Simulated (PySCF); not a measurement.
## Ionisation energy of Co⁺ by level of theory

Co⁺ [Ar] 3d8 (3F) → Co²⁺ [Ar] 3d7 (4F), as a difference of total energies. All numbers are calculated (PySCF 2.14, the spin-free X2C one-electron Hamiltonian (Gaussian nucleus), in aug-cc-pVTZ-DK (8s7p5d3f2g, 93 functions)). Correlated levels: valence: [Ar] frozen. The calculations carry no spin-orbit coupling.

| method | ionisation energy (eV) | plus first-order spin-orbit estimate | error of that sum (eV) |
| --- | --- | --- | --- |
| UHF | 14.187 | 14.177 | -2.907 |
| LDA | 18.366 | 18.356 | +1.272 |
| PBE | 17.895 | 17.885 | +0.801 |
| PBE0 | 17.212 | 17.203 | +0.119 |
| r2SCAN | 17.373 | 17.363 | +0.279 |
| LC-wPBE | 17.579 | 17.569 | +0.485 |
| r2SCANh | 17.181 | 17.171 | +0.087 |
| B3LYP | 17.609 | 17.599 | +0.515 |
| HSE06 | 17.237 | 17.227 | +0.143 |
| MP2 (valence) | 16.974 | 16.964 | -0.120 |
| SCS-MP2 (valence) | 16.870 | 16.860 | -0.224 |

Reference: 17.084 eV (measured; NIST Atomic Spectra Database, ionization energies).

A first-order spin-orbit estimate (lowest level to lowest level, LS coupling) adds -0.010 eV.

Errors of the correlated levels include the incompleteness of this basis and the frozen core.
